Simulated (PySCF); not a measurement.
Coordinates in bohr (charge 1 multiplicity 1):
```
I    -1.5615    0.0000    0.0000
Br    1.2550   -3.6184    0.0000
Br    1.2550    3.6184    0.0000
```

All numbers come from PBE0 in PySCF with I def2-TZVP with ECP28, Br def2-TZVP; scalar-relativistic core potentials, no spin–orbit coupling; density-fitted integrals.

This geometry of IBr₂⁺ is a stationary point at this level.

(1) What is the point group?

(2) Is it a minimum?

(3) List the harmonic modes with their infrared intensities.

(4) Give the atomic charges and bond orders.

## Answers

(1) C2v.

(2) Yes: all harmonic wavenumbers are real.

(3) 
```
symmetry  ω (cm⁻¹)  IR (km/mol)
      a1        87          0.4
      a1       279          0.8
      b2       282         14.7
```

(4) 
| atom | Mulliken | Löwdin | polar tensor | Mayer order to I1 |
| --- | --- | --- | --- | --- |
| I1 | 0.75 | 0.63 | 0.91 | – |
| Br2,3 | 0.12 | 0.19 | 0.04 | 1.21 |

Only a few start shapes were tried, so a lower isomer may exist.
